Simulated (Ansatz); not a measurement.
`FC(F)(F)OB(Cl)Cl` at its PBE0-D4/def2-TZVP geometry, where that method's forces vanish. Charge 0, multiplicity 1.

```xyz
8

F     1.3666    0.1258   -1.1683
C     0.4526   -0.7211   -0.7099
F     0.0709   -1.5038   -1.7025
F     1.0111   -1.4742    0.2301
O    -0.6450   -0.0715   -0.2456
B    -0.6942    0.8318    0.7752
Cl    0.7004    1.3222    1.6903
Cl   -2.2624    1.4909    1.1309
```

(1) What forces (eV/Å) does r2SCAN-D4/def2-TZVPP give on these atoms in the Gaussian-basis code of Ansatz? (An estimate is asked.)

Answers

(1) Ansatz gave: 
```
F1   0.272  0.262 -0.135
C2  -0.040  0.035  0.030
F3  -0.110 -0.228 -0.289
F4   0.164 -0.224  0.289
O5  -0.276  0.042 -0.022
B6  -0.006  0.050  0.056
Cl7  0.112  0.017  0.048
Cl8 -0.116  0.046  0.023
```
